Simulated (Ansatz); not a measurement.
Compare A (`F[C@H]1O[Si@H]1[GeH3]`) with its isomer B (`F[Si]1([GeH3])CO1`).

Calculated with Ansatz (gas phase, PBE0-D4/def2-TZVP geometries, no zero-point term in ΔE). CCSD(T)/CBS adds triple-zeta CCSD(T) − MP2 to the extrapolated MP2 energy (def2 sets, frozen cores). Functionals use def2-TZVPP. B3LYP here is the variant with VWN-RPA as its local correlation; programs differ in this. For Ge outer-core shells are correlated without core-valence functions, which leaves a few kJ/mol of doubt a bond. Scalar relativity is left out up to krypton.

Task: Which isomer does CCSD(T)/CBS put lower? Give the gap. (Estimate.)

Result: The calculation gave: B, by 49.6 kcal/mol.

Task: Give E(B) − E(A) in kcal/mol with r2SCAN-D4, CCSD(T)/def2-TZVPP, HF/def2-TZVPP, B2PLYP, B3LYP-D4, ωB97M-V, B3LYP. (Best estimate.)

Result: Ansatz gave: r2SCAN-D4 -47.0, CCSD(T)/def2-TZVPP -48.6, HF/def2-TZVPP -49.9, B2PLYP -48.8, B3LYP-D4 -47.3, ωB97M-V -47.8, B3LYP -47.2. None reverses the order clearly.

Largest T1 diagnostic: 0.014.

From PBE to PBE0 (25 % exact exchange), in def2-TZVPP and without D4, E(B) − E(A) moves by −1.9 kcal/mol.
